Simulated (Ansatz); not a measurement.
Consider the formal exchange of groups at a B–C bond: `BC(F)[SiH2][SiH3]` + `CO[SiH3]` → `B[SiH2]OC` + `FC[SiH2][SiH3]`.

Computed with Ansatz on PBE0-D4/def2-TZVP structures; ΔE is electronic, products minus reactants. CBS: MP2 limit from def2 TZ/QZ plus the TZ coupled-cluster correction, frozen cores. DFT in def2-TZVPP. B3LYP here is the variant with VWN-RPA as its local correlation; programs differ in this. One conformer a species, not always the lowest.

`BC(F)[SiH2][SiH3]`:

```xyz
13

B    -0.347   -1.160   -1.613
C     0.508    0.076   -1.426
F     1.745    0.119   -2.049
Si    0.761   -0.216    0.498
Si   -0.780    1.025    1.741
H    -1.450   -1.133   -1.145
H     0.093   -2.160   -2.092
H     0.033    1.059   -1.505
H     2.169    0.170    0.767
H     0.610   -1.668    0.809
H    -0.644    2.468    1.406
H    -0.536    0.838    3.195
H    -2.161    0.582    1.416
```

`CO[SiH3]`:

Cartesian coordinates in Å:
```
C 0.790 -0.967 -0.542
O 0.733 0.309 0.051
Si -0.679 0.990 0.538
H 0.407 -1.741 0.134
H 1.833 -1.193 -0.770
H 0.216 -1.004 -1.475
H -0.333 2.312 1.108
H -1.351 0.143 1.564
H -1.617 1.150 -0.609
```

`B[SiH2]OC`:

Z-matrix (Å, degrees):
```
Si
O 1 1.649
B 1 1.999 2 111.2
H 1 1.498 2 110.0 3 121.8
H 1 1.498 2 109.9 3 -121.9
C 2 1.407 1 122.1 3 179.9
H 3 1.195 1 123.5 2 0.3
H 3 1.197 1 118.8 2 -179.8
H 6 1.097 2 111.5 1 61.2
H 6 1.097 2 111.5 1 -60.2
H 6 1.091 2 108.4 1 -179.5
```

`FC[SiH2][SiH3]`:

```xyz
11

F    -0.629    2.027    0.776
C    -0.350    1.609   -0.522
Si    0.745    0.054   -0.491
Si   -0.234   -1.606    0.835
H     0.142    2.435   -1.046
H    -1.300    1.409   -1.028
H     0.880   -0.413   -1.900
H     2.096    0.406    0.022
H     0.554   -2.864    0.738
H    -0.286   -1.180    2.257
H    -1.619   -1.876    0.360
```

(1) Is it downhill or uphill in electronic energy at CCSD(T)/CBS, and by how much? (Best estimate.)

(2) What do these levels give: PBE-D4, r2SCAN-D4, B3LYP-D4, r2SCAN, PBE0, HF/def2-TZVPP, MP2/def2-TZVPP, SCS-MP2/def2-TZVPP, CCSD/def2-TZVPP, SCS-MP2/def2-QZVPP, MP2/CBS(def2), CCSD/CBS(def2)? (Estimate.)

Largest T1 diagnostic among the species: 0.014.

Results:

(1) The calculation gave: Uphill: ΔE = +0.43 eV.

(2) Computed: PBE-D4 0.49, r2SCAN-D4 0.50, B3LYP-D4 0.44, r2SCAN 0.50, PBE0 0.44, HF/def2-TZVPP 0.25, MP2/def2-TZVPP 0.49, SCS-MP2/def2-TZVPP 0.43, CCSD/def2-TZVPP 0.38, SCS-MP2/def2-QZVPP 0.43, MP2/CBS(def2) 0.50, CCSD/CBS(def2) 0.38 eV.

From PBE to PBE0 (25 % exact exchange), in def2-TZVPP and without D4, ΔE moves by −0.03 eV. In def2-TZVPP, CCSD(T) changes the Hartree–Fock value by +0.17 eV (the triples alone add +0.04 eV) and MP2 by +0.24 eV. The D4 term adds +0.04 eV with B3LYP and +0.02 eV with PBE0; it sums over pairs of atoms, weighted by their polarisabilities, and B3LYP, whose exchange is more repulsive, gets the larger term.
